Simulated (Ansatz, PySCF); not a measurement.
Reaction (SMILES): O=c1cc1 → O=c1[c-]c1 + H+
Geometries: B3LYP-D3(BJ)/def2-TZVP minima from Ansatz (a first-principles code).
Geometry of the first species:
SMILES: c1cc1=O
```xyz
6

O      1.5195    -0.1901     0.0624
C      0.3298    -0.0413     0.0135
C     -1.0024    -0.5494    -0.0487
C     -0.8370     0.7796    -0.0268
H     -1.7398    -1.3393    -0.0889
H     -1.3582     1.7270    -0.0382
```
Charge 0, spin multiplicity 1.

Wanted: gas-phase deprotonation energy (0 K, with B3LYP-D3(BJ) harmonic zero-point energies from PySCF), in kcal/mol. Correlated levels leave the core frozen unless marked. Spin-orbit coupling is left out. No relativistic terms. Anions need diffuse functions: aug- sets have them; def2-D sets add few; the other sets have none. CBS marks a two-point X^-3 extrapolation of the correlation energy; Hartree-Fock from the larger set. [CCSD(T)-MP2]/basis is that difference in the basis named.

```csv
level,program,gas-phase deprotonation energy (kcal/mol)
HF/aug-cc-pVQZ,Ansatz,366.5
```

Q: Predict the RI-MP2/CBS(aug-cc-pVTZ,aug-cc-pVQZ)+[CCSD(T)-MP2]/aug-cc-pVTZ result (Ansatz).

A: 362.5 kcal/mol
